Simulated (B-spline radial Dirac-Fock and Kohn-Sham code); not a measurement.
# Magnetic form factor of the 4d shell of Bi⁴⁵⁺

System: bismuth as Bi⁴⁵⁺, configuration [Kr] 4d2.

The run's input, task.json:

```json
{"items": [{
  "Z": 83,
  "q": 45,
  "cfg": [[1, 0, 2], [2, 0, 2], [2, 1, 6], [3, 0, 2], [3, 1, 6], [3, 2, 10], [4, 0, 2], [4, 1, 6], [4, 2, 2]],
  "A": 209,
  "rrms": 5.5211,
  "do": ["scatter"],
  "s": [0.0, 0.05, 0.1, 0.15, 0.2, 0.25, 0.3, 0.35, 0.4, 0.45, 0.5, 0.6, 0.7, 0.8, 0.9, 1.0, 1.1, 1.2, 1.4, 1.6, 1.8, 2.0, 2.5, 3.0, 3.5, 4.0, 5.0, 6.0],
  "pz": [0, 0.1, 0.15, 0.22, 0.32, 0.46, 0.68, 1.0, 1.5, 2.2, 3.2, 4.6, 6.8, 10.0, 15.0, 21.0, 32.0, 46.0, 68.0, 100.0, 150.0],
  "hv_scatter": [8047.8, 17479.3, 20000, 30000, 100000, 200000, 500000, 1000000]
}]}
```

Launch: `python xray_run.py task.json out`

Method: Dirac-Fock orbitals of the configuration average with a finite nucleus. Computed with a radial atomic solver. ⟨j_K⟩ is the integral of the 4d radial density with the spherical Bessel function j_K(4πsr), s = sin θ/λ.

```
s (Å⁻¹)    ⟨j0⟩    ⟨j2⟩    ⟨j4⟩
      0  1.0000  0.0000  0.0000
   0.05  0.9974  0.0011  0.0000
    0.1  0.9895  0.0042  0.0000
   0.15  0.9765  0.0094  0.0000
    0.2  0.9586  0.0164  0.0001
   0.25  0.9359  0.0253  0.0002
    0.3  0.9088  0.0358  0.0005
   0.35  0.8778  0.0477  0.0009
    0.4  0.8430  0.0608  0.0014
   0.45  0.8051  0.0748  0.0023
    0.5  0.7645  0.0895  0.0034
    0.6  0.6770  0.1200  0.0066
    0.7  0.5848  0.1499  0.0114
    0.8  0.4916  0.1775  0.0179
    0.9  0.4012  0.2010  0.0262
      1  0.3167  0.2190  0.0361
    1.1  0.2403  0.2309  0.0474
    1.2  0.1739  0.2363  0.0596
    1.4  0.0736  0.2282  0.0846
    1.6  0.0159  0.1996  0.1068
```

Radial moments of the shell: ⟨r²⟩ = 0.1432, ⟨r⁴⟩ = 0.02985, ⟨r⁶⟩ = 0.008133 in powers of bohr.
